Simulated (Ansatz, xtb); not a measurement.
**Ranking isomers of C2H9GeNSi**

4 gas-phase structures of C2H9GeNSi, from a drawn sample of its isomers (lower ones may exist). Each was relaxed with GFN2-xTB; where two conformers were screened, the lower at r2SCAN-D4/def2-SVP is listed:

A. `C=[CH][GeH2][SiH2]N`, a singlet
B. `C=C[SiH2][GeH2][NH2]`, a singlet
C. `C=C[Si@@H](N)[GeH3]`, a singlet
D. `C=[CH][Ge@@H]([NH2])[SiH3]`, a singlet

Problem. Make a reasoned guess at their ranking by r2SCAN-D4/def2-SVP single-point energy.

Solution. Calculated order at r2SCAN-D4/def2-SVP: C (0.000), A (0.240), B (0.516), D (0.544) eV. Less than 1 kcal/mol parts B and D, so the order within that pair means little.

Energies above the lowest of each column, in eV; the last columns are at PBE-D3(BJ)/def2-SVP geometries:

```tsv
structure	GFN2-xTB	HF/STO-3G	r2SCAN-D4/def2-SVP	PBE-D3(BJ)/def2-SVP	CCSD(T)/def2-SVP + ΔMP2/def2-TZVPP
C	0.124	0.000	0.000	0.000	0.000
A	0.000	0.221	0.240	0.199	0.179
B	0.408	0.236	0.516	0.489	0.517
D	0.331	0.258	0.544	0.560	0.526
```

CCSD(T)/def2-SVP + ΔMP2/def2-TZVPP puts C lowest; GFN2-xTB picks A. Flexible structures stand in one conformer each, not always the lowest. C keeps a small imaginary mode. ΔMP2 is the change of the MP2 energy from the smaller to the larger basis.

Over these structures GFN2-xTB departs from r2SCAN-D4/def2-SVP by 0.117 eV on average once a common shift is removed. A GFN2-xTB relaxation took about 0.81 s and the r2SCAN-D4/def2-SVP energy about 6.6 s on a shared host (Ansatz 0.2.0, xtb 6.7.1).
